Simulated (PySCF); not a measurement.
F₄MoO, triplet, at a GFN2-xTB geometry (such geometries of metal compounds can be far from the true shape) (the multiplicity is a formal guess) (core potentials on Mo); DF-B3LYP/def2-SVP run with PySCF.

Here is a job for PySCF.
```python
from pyscf import gto, scf, dft

mol = gto.Mole()
mol.atom = '''
    Mo   -0.03947196   -0.11583234    0.08067065
    O     1.02430844   -0.79132614    1.15477904
    F    -1.26475454    0.47485748   -0.99623923
    F     0.51485747    1.73023677    0.33636674
    F     1.26930803    0.34687144   -1.28081123
    F    -1.24570487   -1.30801375    0.53775043
'''
mol.basis = 'def2-svp'
mol.ecp = {'Mo': 'def2-svp'}
mol.spin = 2
mol.verbose = 4
mol.build()

mf = dft.UKS(mol)
mf.xc = 'b3lyp'
mf = mf.density_fit(auxbasis='def2-universal-jkfit')
mf.kernel()
```

What the program printed (banner, timings and long lists left out):

```
PySCF version 2.14.0

[INPUT] verbose = 4
[INPUT] num. atoms = 6
[INPUT] num. electrons = 58
[INPUT] charge = 0
[INPUT] spin (= nelec alpha-beta = 2S) = 2
[INPUT] symmetry False subgroup None
[INPUT] Mole.unit = angstrom
[INPUT] Symbol           X                Y                Z      unit          X                Y                Z       unit  Magmom
[...]
nuclear repulsion = 331.223737412858
number of shells = 41
number of NR pGTOs = 177
number of NR cGTOs = 101
basis = def2-svp
ecp = {'Mo': 'def2-svp'}

******** <class 'pyscf.df.df_jk.DFUKS'> ********
method = DFUKS
initial guess = minao
damping factor = 0
level_shift factor = 0
DIIS = <class 'pyscf.scf.diis.CDIIS'>
diis_start_cycle = 1
diis_space = 8
diis_damp = 0
SCF conv_tol = 1e-09
SCF conv_tol_grad = None
SCF max_cycles = 50
direct_scf = False
number electrons alpha = 30  beta = 28
XC library pyscf.dft.libxc version 7.1.2
    S. Lehtola, C. Steigemann, M. J. T. Oliveira, and M. A. L. Marques,  SoftwareX 7, 1–5 (2018)
XC functionals = b3lyp
    P. J. Stephens, F. J. Devlin, C. F. Chabalowski, and M. J. Frisch,  J. Phys. Chem. 98, 11623 (1994)
radial grids:
    Treutler-Ahlrichs [JCP 102, 346 (1995); DOI:10.1063/1.469408] (M4) radial grids

becke partition: Becke, JCP 88, 2547 (1988); DOI:10.1063/1.454033
pruning grids: <function nwchem_prune>
grids dens level: 3
symmetrized grids: False
atomic radii adjust function: <function treutler_atomic_radii_adjust>
small_rho_cutoff = 0
Set gradient conv threshold to 3.16228e-05
tot grids = 93568
******** <class 'pyscf.df.df.DF'> ********
auxbasis = def2-universal-jkfit
init E= -534.997876249505

cycle= 1 E= -542.018779213877  delta_E= -7.02  |g|= 1.02  |ddm|= 2.43
cycle= 2 E= -529.667243749574  delta_E= 12.4  |g|= 4.81  |ddm|= 3.72
cycle= 3 E= -541.809180543514  delta_E= -12.1  |g|= 1.27  |ddm|=  3.4

cycle= 4 E= -542.083623841819  delta_E= -0.274  |g|= 0.896  |ddm|= 1.44

cycle= 5 E= -542.325156127091  delta_E= -0.242  |g|= 0.473  |ddm|= 1.19

cycle= 6 E= -542.326605608639  delta_E= -0.00145  |g|= 0.463  |ddm|= 1.11

cycle= 7 E= -542.368792612016  delta_E= -0.0422  |g|= 0.353  |ddm|= 0.125

cycle= 8 E= -542.404718849699  delta_E= -0.0359  |g|= 0.216  |ddm|= 0.138

cycle= 9 E= -542.421081483422  delta_E= -0.0164  |g|= 0.103  |ddm|= 0.111

cycle= 10 E= -542.426431663519  delta_E= -0.00535  |g|= 0.0154  |ddm|= 0.104

cycle= 11 E= -542.42680175041  delta_E= -0.00037  |g|= 0.015  |ddm|= 0.06

[...]

cycle= 22 E= -542.427616918901  delta_E= 1.56e-05  |g|= 0.00319  |ddm|= 0.0203

cycle= 23 E= -542.427570601098  delta_E= 4.63e-05  |g|= 0.00421  |ddm|= 0.0551

cycle= 24 E= -542.427569566108  delta_E= 1.03e-06  |g|= 0.00352  |ddm|= 0.0278

cycle= 25 E= -542.427575294682  delta_E= -5.73e-06  |g|= 0.000713  |ddm|= 0.00599

cycle= 26 E= -542.427574396525  delta_E= 8.98e-07  |g|= 0.00152  |ddm|= 0.00392

cycle= 27 E= -542.427576263154  delta_E= -1.87e-06  |g|= 0.000519  |ddm|= 0.00311

cycle= 28 E= -542.427576006478  delta_E= 2.57e-07  |g|= 0.00183  |ddm|= 0.00434

cycle= 29 E= -542.427577801103  delta_E= -1.79e-06  |g|= 0.000299  |ddm|= 0.00258

cycle= 30 E= -542.427578141392  delta_E= -3.4e-07  |g|= 0.000268  |ddm|= 0.00189

cycle= 31 E= -542.427578408674  delta_E= -2.67e-07  |g|= 0.000216  |ddm|= 0.00149

cycle= 32 E= -542.427578334215  delta_E= 7.45e-08  |g|= 0.000227  |ddm|= 0.00076

cycle= 33 E= -542.427578326265  delta_E= 7.95e-09  |g|= 0.000225  |ddm|= 0.000127

cycle= 34 E= -542.427578251356  delta_E= 7.49e-08  |g|= 0.000247  |ddm|= 0.00163

cycle= 35 E= -542.427578308967  delta_E= -5.76e-08  |g|= 0.000232  |ddm|= 0.00042

cycle= 36 E= -542.427578178897  delta_E= 1.3e-07  |g|= 0.000228  |ddm|= 0.000964

cycle= 37 E= -542.427578965213  delta_E= -7.86e-07  |g|= 0.000255  |ddm|= 0.00569

cycle= 38 E= -542.427577808243  delta_E= 1.16e-06  |g|= 0.000122  |ddm|= 0.00856

cycle= 39 E= -542.42757764043  delta_E= 1.68e-07  |g|= 0.000105  |ddm|= 0.00205

cycle= 40 E= -542.427577472545  delta_E= 1.68e-07  |g|= 7.6e-05  |ddm|= 0.00329

cycle= 41 E= -542.427577468316  delta_E= 4.23e-09  |g|= 6.39e-05  |ddm|= 0.000449

cycle= 42 E= -542.42757747516  delta_E= -6.84e-09  |g|= 6.41e-05  |ddm|= 0.00121

cycle= 43 E= -542.427577465543  delta_E= 9.62e-09  |g|= 5.69e-05  |ddm|= 0.000405

cycle= 44 E= -542.427577488202  delta_E= -2.27e-08  |g|= 4.75e-05  |ddm|= 0.00103

cycle= 45 E= -542.427577490403  delta_E= -2.2e-09  |g|= 4.29e-05  |ddm|= 7.15e-05

cycle= 46 E= -542.427577495392  delta_E= -4.99e-09  |g|= 4.22e-05  |ddm|= 0.000195

cycle= 47 E= -542.42757749671  delta_E= -1.32e-09  |g|= 4.3e-05  |ddm|= 0.000195

cycle= 48 E= -542.427577519954  delta_E= -2.32e-08  |g|= 5.24e-05  |ddm|= 0.000723

cycle= 49 E= -542.427577518594  delta_E= 1.36e-09  |g|= 4.18e-05  |ddm|= 0.000227

cycle= 50 E= -542.427577468814  delta_E= 4.98e-08  |g|= 3.42e-05  |ddm|= 0.00162
SCF not converged.
SCF energy = -542.427577468814 after 50 cycles  <S^2> = 2.0071176  2S+1 = 3.0047413
```

The run did not converge; its last values are not results.
